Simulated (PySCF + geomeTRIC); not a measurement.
These are BP86-D3(BJ)/def2-SVP (PySCF + geomeTRIC) values and carry that method's errors. fastk is a local helper that only speeds up exchange builds. No frequencies were computed at this level.

```python
import json, numpy as np
from pyscf import gto, dft
from fastk import lowrank_exchange
atoms = """
Ti    -0.064192    -0.154565     0.032651
S     -0.559793    -1.370453    -1.847954
H     -1.513800    -2.085698    -1.234414
S     -0.110763     2.094568    -0.410040
H      0.669699     1.937765    -1.493105
S      2.064949    -0.666941     0.731467
H      2.090444     0.372039     1.583707
S     -1.498446    -0.724294     1.734188
H     -0.592604    -1.522291     2.321507
"""
def scf(charge, spin, dm0=None):
    mol = gto.M(atom=atoms, basis='def2-svp', ecp={}, charge=charge, spin=spin, verbose=3, max_memory=10080)
    mf = dft.KS(mol, xc='bp86').density_fit(auxbasis="def2-universal-jkfit")
    mf.disp = 'd3bj'
    mf.grids.level = 3
    mf.conv_tol = 1e-8
    mf.max_cycle = 120
    mf.level_shift = 0.25
    mf.kernel(dm0)
    if not mf.converged:
        mf = mf.newton().run(mf.mo_coeff, mf.mo_occ).undo_soscf()
    return mf
mf = scf(0, 0)
from pyscf.geomopt.geometric_solver import kernel as optimize
path = []
done, mol = optimize(mf, maxsteps=120, assert_convergence=False, callback=lambda env: path.append((env["energy"], bool(env["g_scanner"].converged))))
res = dict(converged=bool(done and path[-1][1]), energy=path[-1][0], path=[e for e, c in path], xyz=mol.atom_coords(unit="Angstrom").tolist(), nao=mol.nao)
json.dump(res, open("result.json", "w"))
```

Output:

```
SCF not converged.
converged SCF energy = -2444.51954766404
Geometry optimization cycle 1
converged SCF energy = -2444.5195476641
cycle 1: E = -2444.51954766  dE = -2444.52  norm(grad) = 0.0384453
Geometry optimization cycle 2
converged SCF energy = -2444.52178469491
cycle 2: E = -2444.52178469  dE = -0.00223703  norm(grad) = 0.00574432
Geometry optimization cycle 3
converged SCF energy = -2444.52252498264
cycle 3: E = -2444.52252498  dE = -0.000740288  norm(grad) = 0.00511806
Geometry optimization cycle 4
converged SCF energy = -2444.52280422077
cycle 4: E = -2444.52280422  dE = -0.000279238  norm(grad) = 0.0038388
Geometry optimization cycle 5
converged SCF energy = -2444.52286855642
cycle 5: E = -2444.52286856  dE = -6.43356e-05  norm(grad) = 0.00163003
Geometry optimization cycle 6
converged SCF energy = -2444.52292466286
cycle 6: E = -2444.52292466  dE = -5.61064e-05  norm(grad) = 0.00188736
Geometry optimization cycle 7
converged SCF energy = -2444.52294582423
cycle 7: E = -2444.52294582  dE = -2.11614e-05  norm(grad) = 0.00160253
Geometry optimization cycle 8
converged SCF energy = -2444.52295731719
cycle 8: E = -2444.52295732  dE = -1.1493e-05  norm(grad) = 0.000622087
Geometry optimization cycle 9
converged SCF energy = -2444.52296445523
cycle 9: E = -2444.52296446  dE = -7.13804e-06  norm(grad) = 0.000747394
Geometry optimization cycle 10
converged SCF energy = -2444.52297678753
cycle 10: E = -2444.52297679  dE = -1.23323e-05  norm(grad) = 0.00166829
Geometry optimization cycle 11
converged SCF energy = -2444.52299856189
cycle 11: E = -2444.52299856  dE = -2.17744e-05  norm(grad) = 0.00250577
Geometry optimization cycle 12
converged SCF energy = -2444.52308568109
cycle 12: E = -2444.52308568  dE = -8.71192e-05  norm(grad) = 0.0042882
Geometry optimization cycle 13
converged SCF energy = -2444.5227984137
cycle 13: E = -2444.52279841  dE = 0.000287267  norm(grad) = 0.00772703
Geometry optimization cycle 14
converged SCF energy = -2444.52320592518
cycle 14: E = -2444.52320593  dE = -0.000407511  norm(grad) = 0.00537822
Geometry optimization cycle 15
converged SCF energy = -2444.52348102229
cycle 15: E = -2444.52348102  dE = -0.000275097  norm(grad) = 0.00426811
Geometry optimization cycle 16
converged SCF energy = -2444.52375880487
cycle 16: E = -2444.5237588  dE = -0.000277783  norm(grad) = 0.00645482
Geometry optimization cycle 17
converged SCF energy = -2444.52402399233
cycle 17: E = -2444.52402399  dE = -0.000265187  norm(grad) = 0.00465418
Geometry optimization cycle 18
converged SCF energy = -2444.52411680539
cycle 18: E = -2444.52411681  dE = -9.28131e-05  norm(grad) = 0.00161792
Geometry optimization cycle 19
converged SCF energy = -2444.52414261005
cycle 19: E = -2444.52414261  dE = -2.58047e-05  norm(grad) = 0.000785839
Geometry optimization cycle 20
converged SCF energy = -2444.52415400375
cycle 20: E = -2444.524154  dE = -1.13937e-05  norm(grad) = 0.000611043
Geometry optimization cycle 21
converged SCF energy = -2444.52415809858
cycle 21: E = -2444.5241581  dE = -4.09483e-06  norm(grad) = 0.00066363
Geometry optimization cycle 22
converged SCF energy = -2444.52416155182
cycle 22: E = -2444.52416155  dE = -3.45323e-06  norm(grad) = 0.000352674
Geometry optimization cycle 23
converged SCF energy = -2444.52416218072
cycle 23: E = -2444.52416218  dE = -6.28902e-07  norm(grad) = 0.000122233
Geometry optimization cycle 24
converged SCF energy = -2444.52416247909
cycle 24: E = -2444.52416248  dE = -2.98372e-07  norm(grad) = 0.000342543
Geometry optimization cycle 25
converged SCF energy = -2444.52416264418
cycle 25: E = -2444.52416264  dE = -1.65089e-07  norm(grad) = 0.000549869
Geometry optimization cycle 26
converged SCF energy = -2444.52416329585
cycle 26: E = -2444.5241633  dE = -6.51671e-07  norm(grad) = 0.000380073
Geometry optimization cycle 27
converged SCF energy = -2444.52416418968
cycle 27: E = -2444.52416419  dE = -8.93827e-07  norm(grad) = 0.000167628
Geometry optimization cycle 28
converged SCF energy = -2444.52416453935
cycle 28: E = -2444.52416454  dE = -3.49667e-07  norm(grad) = 0.000299627
Geometry optimization cycle 29
converged SCF energy = -2444.52416488709
cycle 29: E = -2444.52416489  dE = -3.47744e-07  norm(grad) = 0.000270239
<class 'geometric.internal.Distance'> : 8
<class 'geometric.internal.Angle'> : 10
<class 'geometric.internal.Dihedral'> : 12
<class 'geometric.internal.TranslationX'> : 1
<class 'geometric.internal.TranslationY'> : 1
<class 'geometric.internal.TranslationZ'> : 1
<class 'geometric.internal.RotationA'> : 1
<class 'geometric.internal.RotationB'> : 1
<class 'geometric.internal.RotationC'> : 1
Step    0 : Gradient = 1.282e-02/1.587e-02 (rms/max) Energy = -2444.5195476641
Step    1 : Displace = 3.754e-02/5.292e-02 (rms/max) Trust = 1.000e-01 (=) Grad = 1.915e-03/2.925e-03 (rms/max) E (change) = -2444.5217846949 (-2.237e-03) Quality = 1.244
Step    2 : Displace = 5.013e-02/6.484e-02 (rms/max) Trust = 1.414e-01 (+) Grad = 1.706e-03/2.185e-03 (rms/max) E (change) = -2444.5225249826 (-7.403e-04) Quality = 1.376
Step    3 : Displace = 4.487e-02/6.627e-02 (rms/max) Trust = 2.000e-01 (+) Grad = 1.280e-03/1.866e-03 (rms/max) E (change) = -2444.5228042208 (-2.792e-04) Quality = 1.172
Step    4 : Displace = 1.414e-02/2.937e-02 (rms/max) Trust = 2.828e-01 (+) Grad = 5.433e-04/9.576e-04 (rms/max) E (change) = -2444.5228685564 (-6.434e-05) Quality = 1.503
Step    5 : Displace = 1.927e-02/4.247e-02 (rms/max) Trust = 3.000e-01 (+) Grad = 6.291e-04/7.773e-04 (rms/max) E (change) = -2444.5229246629 (-5.611e-05) Quality = 1.270
Step    6 : Displace = 1.186e-02/2.532e-02 (rms/max) Trust = 3.000e-01 (=) Grad = 5.342e-04/6.778e-04 (rms/max) E (change) = -2444.5229458242 (-2.116e-05) Quality = 1.315
Step    7 : Displace = 9.431e-03/1.892e-02 (rms/max) Trust = 3.000e-01 (=) Grad = 2.074e-04/3.060e-04 (rms/max) E (change) = -2444.5229573172 (-1.149e-05) Quality = 1.214
Step    8 : Displace = 7.954e-03/1.407e-02 (rms/max) Trust = 3.000e-01 (=) Grad = 2.491e-04/3.176e-04 (rms/max) E (change) = -2444.5229644552 (-7.138e-06) Quality = 1.321
Step    9 : Displace = 1.789e-02/2.935e-02 (rms/max) Trust = 3.000e-01 (=) Grad = 5.561e-04/6.917e-04 (rms/max) E (change) = -2444.5229767875 (-1.233e-05) Quality = 1.202
Step   10 : Displace = 3.553e-02/5.883e-02 (rms/max) Trust = 3.000e-01 (=) Grad = 8.353e-04/1.092e-03 (rms/max) E (change) = -2444.5229985619 (-2.177e-05) Quality = 1.231
Step   11 : Displace = 1.268e-01/2.053e-01 (rms/max) Trust = 3.000e-01 (=) Grad = 1.429e-03/2.001e-03 (rms/max) E (change) = -2444.5230856811 (-8.712e-05) Quality = 1.418
Step   12 : Displace = 2.412e-01/3.762e-01 (rms/max) Trust = 3.000e-01 (=) Grad = 2.576e-03/3.655e-03 (rms/max) E (change) = -2444.5227984137 (+2.873e-04) Quality = -2.330
Step   13 : Displace = 1.203e-01/1.830e-01 (rms/max) Trust = 1.206e-01 (x) Grad = 1.793e-03/2.611e-03 (rms/max) E (change) = -2444.5232059252 (-1.202e-04) Quality = 1.181
Step   14 : Displace = 8.385e-02/1.645e-01 (rms/max) Trust = 1.706e-01 (+) Grad = 1.423e-03/2.368e-03 (rms/max) E (change) = -2444.5234810223 (-2.751e-04) Quality = 1.379
Step   15 : Displace = 9.644e-02/1.611e-01 (rms/max) Trust = 2.412e-01 (+) Grad = 2.152e-03/3.098e-03 (rms/max) E (change) = -2444.5237588049 (-2.778e-04) Quality = 0.617
Step   16 : Displace = 7.950e-02/1.598e-01 (rms/max) Trust = 2.412e-01 (=) Grad = 1.551e-03/2.022e-03 (rms/max) E (change) = -2444.5240239923 (-2.652e-04) Quality = 1.288
Step   17 : Displace = 3.102e-02/6.175e-02 (rms/max) Trust = 3.000e-01 (+) Grad = 5.393e-04/8.140e-04 (rms/max) E (change) = -2444.5241168054 (-9.281e-05) Quality = 0.994
Step   18 : Displace = 1.927e-02/3.803e-02 (rms/max) Trust = 3.000e-01 (=) Grad = 2.619e-04/3.375e-04 (rms/max) E (change) = -2444.5241426100 (-2.580e-05) Quality = 1.129
Step   19 : Displace = 1.083e-02/2.156e-02 (rms/max) Trust = 3.000e-01 (=) Grad = 2.037e-04/2.438e-04 (rms/max) E (change) = -2444.5241540038 (-1.139e-05) Quality = 1.107
Step   20 : Displace = 8.881e-03/1.735e-02 (rms/max) Trust = 3.000e-01 (=) Grad = 2.212e-04/2.884e-04 (rms/max) E (change) = -2444.5241580986 (-4.095e-06) Quality = 1.166
Step   21 : Displace = 1.102e-02/2.320e-02 (rms/max) Trust = 3.000e-01 (=) Grad = 1.176e-04/1.494e-04 (rms/max) E (change) = -2444.5241615518 (-3.453e-06) Quality = 0.819
Step   22 : Displace = 1.720e-03/3.027e-03 (rms/max) Trust = 3.000e-01 (=) Grad = 4.074e-05/5.861e-05 (rms/max) E (change) = -2444.5241621807 (-6.289e-07) Quality = 1.011
Step   23 : Displace = 3.541e-03/5.812e-03 (rms/max) Trust = 3.000e-01 (=) Grad = 1.142e-04/1.362e-04 (rms/max) E (change) = -2444.5241624791 (-2.984e-07) Quality = 0.277
Step   24 : Displace = 3.676e-03/7.217e-03 (rms/max) Trust = 3.000e-01 (=) Grad = 1.833e-04/2.352e-04 (rms/max) E (change) = -2444.5241626442 (-1.651e-07) Quality = 0.144
Step   25 : Displace = 1.881e-03/3.349e-03 (rms/max) Trust = 1.838e-03 (-) Grad = 1.267e-04/1.854e-04 (rms/max) E (change) = -2444.5241632959 (-6.517e-07) Quality = 0.547
Step   26 : Displace = 1.962e-03/2.666e-03 (rms/max) Trust = 1.838e-03 (=) Grad = 5.588e-05/7.981e-05 (rms/max) E (change) = -2444.5241641897 (-8.938e-07) Quality = 0.527
Step   27 : Displace = 1.847e-03/3.359e-03 (rms/max) Trust = 1.838e-03 (=) Grad = 9.988e-05/1.394e-04 (rms/max) E (change) = -2444.5241645393 (-3.497e-07) Quality = 0.219
Step   28 : Displace = 8.833e-04/1.358e-03 (rms/max) Trust = 9.190e-04 (-) Grad = 9.008e-05/1.228e-04 (rms/max) E (change) = -2444.5241648871 (-3.477e-07) Quality = 0.326
Converged! =D
```

Cost: very roughly 14 core-minutes.
